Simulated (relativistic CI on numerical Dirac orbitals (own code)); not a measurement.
# Os VIII: computed level list

Calculated at this level of theory: Dirac-Coulomb-Breit CI, separate exchange-only KLI orbitals for each configuration, a model potential for QED, unscaled Slater integrals (own radial code, finite nucleus).

CI space (outside the closed core [Kr] 4d10): 4f14 5s2 5p6 5d, 4f14 5s2 5p6 6s, 4f14 5s2 5p6 5f, 4f14 5s2 5p6 6p, 4f14 5s2 5p5 5d2, 4f14 5s2 5p6 5g, 4f14 5s2 5p6 6d, 4f14 5s2 5p6 7s, 4f14 5s 5p6 5d2, 4f14 5s2 5p6 7p, 4f13 5s2 5p6 5d2, 4f14 5s2 5p6 6f, 4f14 5s2 5p6 7d. Double excitations out of closed p, d and f shells are left out; levels of such configurations are missing from the list, as are those of other unlisted configurations, and high levels can miss mixing partners.

The lowest level is 4f14 5s2 5p6 5d 2D_3/2, with 100 % of that term; Hund's rules for 4f14 5s2 5p6 5d give 2D with J = 3/2, in agreement.

| No. | Configuration | Term | J | E (cm⁻¹) | % | Landé g | Lifetime (s) |
| --- | --- | --- | --- | --- | --- | --- | --- |
| 1 | 4f14 5s2 5p6 5d | 2D | 3/2 | 0 | 100 | 0.799 |  |
| 2 | 4f14 5s2 5p6 5d | 2D | 5/2 | 12839 | 100 | 1.200 | 4.39e-02 |
| 3 | 4f14 5s2 5p6 6s | 2S | 1/2 | 155293 | 100 | 2.002 | 2.32e-05 |
| 4 | 4f14 5s2 5p6 6p | 2P° | 1/2 | 240342 | 100 | 0.666 | 6.59e-11 |
| 5 | 4f14 5s2 5p6 6p | 2P° | 3/2 | 266801 | 100 | 1.334 | 5.38e-11 |
| 6 | 4f14 5s2 5p5 5d2 | 4D° | 1/2 | 351983 | 95 | 0.049 | 3.39e-07 |
| 7 | 4f14 5s2 5p6 5f | 2F° | 5/2 | 352709 | 79 | 0.865 | 6.50e-11 |
| 8 | 4f14 5s2 5p5 5d2 | 4D° | 3/2 | 354216 | 74 | 1.101 | 1.44e-07 |
| 9 | 4f14 5s2 5p6 5f | 2F° | 7/2 | 355606 | 83 | 1.140 | 4.66e-11 |
| 10 | 4f14 5s2 5p5 5d2 | 4D° | 5/2 | 360446 | 61 | 1.264 | 8.71e-08 |
| 11 | 4f14 5s2 5p5 5d2 | 4F° | 7/2 | 368274 | 38 | 1.230 | 1.10e-07 |
| 12 | 4f14 5s2 5p5 5d2 | 4P° | 5/2 | 370514 | 29 | 1.161 | 6.72e-10 |
| 13 | 4f14 5s2 5p5 5d2 | 4G° | 9/2 | 374092 | 72 | 1.196 |  |
| 14 | 4f14 5s2 5p5 5d2 | 4D° | 7/2 | 374545 | 36 | 1.164 | 2.19e-09 |
| 15 | 4f14 5s2 5p5 5d2 | 4G° | 11/2 | 377954 | 92 | 1.258 |  |
| 16 | 4f14 5s2 5p5 5d2 | 4P° | 5/2 | 379314 | 42 | 1.224 | 2.22e-09 |
| 17 | 4f14 5s2 5p5 5d2 | 2P° | 3/2 | 379627 | 28 | 1.237 | 2.80e-09 |
| 18 | 4f14 5s2 5p5 5d2 | 4P° | 3/2 | 382511 | 34 | 1.248 | 4.26e-10 |
| 19 | 4f14 5s2 5p5 5d2 | 2G° | 7/2 | 388478 | 49 | 1.046 | 1.10e-06 |
| 20 | 4f14 5s2 5p5 5d2 | 4P° | 1/2 | 390535 | 40 | 1.660 | 1.42e-07 |
| 21 | 4f14 5s2 5p5 5d2 | 2D° | 5/2 | 392995 | 58 | 1.142 | 2.74e-09 |
| 22 | 4f14 5s2 5p6 6d | 2D | 3/2 | 393194 | 100 | 0.799 | 7.69e-11 |
| 23 | 4f14 5s2 5p5 5d2 | 4F° | 9/2 | 395621 | 59 | 1.244 |  |
| 24 | 4f14 5s2 5p5 5d2 | 2H° | 11/2 | 397373 | 91 | 1.105 |  |
| 25 | 4f14 5s2 5p6 6d | 2D | 5/2 | 397629 | 100 | 1.200 | 9.87e-11 |
| 26 | 4f14 5s2 5p5 5d2 | 2F° | 7/2 | 397872 | 40 | 1.225 | 6.16e-10 |
| 27 | 4f14 5s2 5p5 5d2 | 2D° | 3/2 | 402260 | 27 | 1.147 | 5.20e-10 |
| 28 | 4f14 5s2 5p5 5d2 | 4D° | 5/2 | 403051 | 39 | 1.221 | 4.17e-10 |
| 29 | 4f14 5s2 5p5 5d2 | 2P° | 1/2 | 407965 | 58 | 1.317 | 5.83e-10 |
| 30 | 4f14 5s2 5p5 5d2 | 2F° | 7/2 | 408468 | 61 | 1.202 | 7.26e-11 |
| 31 | 4f14 5s2 5p5 5d2 | 2G° | 9/2 | 413282 | 62 | 1.038 |  |
| 32 | 4f14 5s2 5p5 5d2 | 2D° | 3/2 | 423568 | 43 | 0.850 | 3.14e-11 |
| 33 | 4f14 5s2 5p5 5d2 | 2F° | 5/2 | 431538 | 37 | 0.899 | 1.37e-11 |
| 34 | 4f14 5s2 5p6 7s | 2S | 1/2 | 434857 | 100 | 2.002 | 7.02e-11 |
| 35 | 4f14 5s2 5p5 5d2 | 2P° | 3/2 | 438345 | 57 | 1.228 | 3.52e-10 |
| 36 | 4f14 5s2 5p5 5d2 | 2G° | 7/2 | 438676 | 43 | 1.101 | 2.12e-11 |
| 37 | 4f14 5s2 5p5 5d2 | 4F° | 5/2 | 446990 | 21 | 1.062 | 2.06e-11 |
| 38 | 4f14 5s2 5p5 5d2 | 2P° | 1/2 | 447607 | 37 | 0.655 | 1.61e-11 |
| 39 | 4f14 5s2 5p5 5d2 | 2P° | 3/2 | 453583 | 41 | 1.476 | 2.06e-11 |
| 40 | 4f13 5s2 5p6 5d2 | 4F° | 7/2 | 456617 | 42 | 1.163 | 4.40e-08 |
| 41 | 4f13 5s2 5p6 5d2 | 4D° | 5/2 | 457931 | 37 | 1.233 | 1.57e-10 |
| 42 | 4f13 5s2 5p6 5d2 | 4P° | 3/2 | 458642 | 37 | 1.465 | 6.30e-10 |
| 43 | 4f13 5s2 5p6 5d2 | 2I° | 11/2 | 460141 | 45 | 0.974 |  |
| 44 | 4f13 5s2 5p6 5d2 | 4H° | 9/2 | 461779 | 32 | 1.025 |  |
| 45 | 4f13 5s2 5p6 5d2 | 4F° | 9/2 | 467965 | 75 | 1.260 |  |
| 46 | 4f13 5s2 5p6 5d2 | 4D° | 1/2 | 469268 | 39 | 1.232 | 4.60e-09 |
| 47 | 4f13 5s2 5p6 5d2 | 4I° | 13/2 | 469825 | 67 | 1.114 | 1.83e-02 |
| 48 | 4f13 5s2 5p6 5d2 | 4D° | 7/2 | 469933 | 36 | 1.122 | 2.12e-09 |
| 49 | 4f13 5s2 5p6 5d2 | 4P° | 5/2 | 470868 | 29 | 1.127 | 4.79e-09 |
| 50 | 4f13 5s2 5p6 5d2 | 4S° | 3/2 | 471442 | 25 | 1.275 | 5.28e-10 |
| 51 | 4f13 5s2 5p6 5d2 | 4H° | 11/2 | 472475 | 53 | 1.127 |  |
| 52 | 4f14 5s2 5p6 7p | 2P° | 1/2 | 473149 | 96 | 0.664 | 1.30e-10 |
| 53 | 4f13 5s2 5p6 5d2 | 2F° | 7/2 | 474754 | 30 | 1.104 | 1.75e-09 |
| 54 | 4f13 5s2 5p6 5d2 | 2P° | 1/2 | 476385 | 44 | 0.876 | 1.22e-08 |
| 55 | 4f13 5s2 5p6 5d2 | 4I° | 15/2 | 476571 | 74 | 1.165 | 2.75e-02 |
| 56 | 4f13 5s2 5p6 5d2 | 4G° | 9/2 | 477049 | 24 | 1.043 |  |
| 57 | 4f13 5s2 5p6 5d2 | 2P° | 3/2 | 477941 | 49 | 0.978 | 1.09e-09 |
| 58 | 4f13 5s2 5p6 5d2 | 2D° | 5/2 | 478111 | 49 | 1.114 | 4.95e-10 |
| 59 | 4f13 5s2 5p6 5d2 | 4G° | 11/2 | 480309 | 55 | 1.175 |  |
| 60 | 4f13 5s2 5p6 5d2 | 2G° | 7/2 | 480820 | 55 | 0.897 | 1.79e-08 |
| 61 | 4f13 5s2 5p6 5d2 | 2F° | 5/2 | 480948 | 22 | 0.882 | 6.65e-11 |
| 62 | 4f13 5s2 5p6 5d2 | 4H° | 13/2 | 481191 | 76 | 1.192 | 1.51e-02 |
| 63 | 4f13 5s2 5p6 5d2 | 4I° | 9/2 | 481312 | 57 | 0.818 |  |
| 64 | 4f13 5s2 5p6 5d2 | 2F° | 5/2 | 482870 | 45 | 0.938 | 1.04e-09 |
| 65 | 4f13 5s2 5p6 5d2 | 4P° | 1/2 | 483196 | 49 | 1.629 | 1.09e-09 |
| 66 | 4f13 5s2 5p6 5d2 | 2F° | 7/2 | 483413 | 19 | 1.087 | 5.20e-08 |
| 67 | 4f14 5s2 5p6 7p | 2P° | 3/2 | 485026 | 53 | 1.137 | 1.85e-10 |
| 68 | 4f13 5s2 5p6 5d2 | 4F° | 9/2 | 485256 | 48 | 1.214 |  |
| 69 | 4f13 5s2 5p6 5d2 | 4H° | 7/2 | 485379 | 24 | 1.005 | 6.75e-07 |
| 70 | 4f14 5s2 5p6 7p | 2P° | 3/2 | 485480 | 46 | 1.109 | 1.80e-10 |

Energies count from the lowest computed level; ° marks odd parity; lifetimes are radiative, by E1, M1, E2 decay to levels of this space only; some are left blank where a channel outside the calculation adds to the decay or the decay crosses a small, uncertain gap.

The mean weight of the leading LS term, summed over parents, in these 70 levels is 55 %, and that of the leading jj configuration (from the same eigenvectors) 73 %, so jj coupling describes them better and the LS labels are nominal.

At this charge configurations can still be misplaced by up to about 7 % of their energy. Levels and lines within the n = 5 or 6 shells can be off by up to 10 % or somewhat more, and those that change n by about 2 %, since core polarisation is missing. Levels that differ in their count of f electrons can be misplaced by several ten thousand cm⁻¹, since the correlation energy of f electrons is missing or only estimated; rates across such gaps can be off by orders of magnitude.

LS names give the leading component of a level, which can be under half, so a name can repeat, a term be missing and a line seem to break the LS rules.
